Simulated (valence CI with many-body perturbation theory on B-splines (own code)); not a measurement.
**Re³⁶⁺ in brief**

Method: configuration interaction combined with many-body perturbation theory (CI+MBPT): three valence electrons over a frozen Dirac-Fock core [Kr], a basis of 7 s, 7 p, 8 d, 6 f, 4 g, 1 h functions for each j, with the one-electron correlation potential Σ1 (screened to all orders), the two-electron term Σ2, the three-electron term Σ3, Breit, model QED; selected single and double excitations, second order for the rest, scaled by the run's own slope (own B-spline code, finite nucleus).

No measured spectrum was set against this ion. As an estimate, large intervals hold to a few tenths of a per cent, small ones and those within an open d or f shell to about a per cent. The list stops below the first excitations out of the core.

Levels are named by their leading jj configuration (3d3/2^4 stands for four electrons in 3d with j = 3/2), which in mixed levels can hold well under half, so a name can repeat and another be missing.

Rates and lifetimes use the calculated energies. Strong lines usually hold to 10 to 20 %, long lifetimes can be off by a factor of two.

Question: What is the ground level?

Answer: (4d3/2^3) J=3/2, composition 49 % 4d³ ⁴F + 36 % 4d³ ²D + 10 % 4d³ ²P, g = 0.693.

Question: Name the longest-lived excited levels whose lifetime is computed, and their main decay.

Answer: (4d3/2^2 4d5/2) J=9/2 at 166620 cm⁻¹ lives 6.51 s, mostly by M1 to (4d3/2^2 4d5/2) J=7/2.

Question: What is the ionisation energy?

Answer: 1584.9 eV; NIST lists 1583 ± 5 eV (theoretical).

Question: How well does LS coupling describe the low levels?

Answer: Among the lowest 19 levels the leading LS term, summed over configurations, holds 57 % on average. For single configurations the figures are 57 % in LS and 96 % in jj coupling. Terms mix most in the J = 3/2 level at 151830 cm⁻¹, where the leading one holds 40 %.
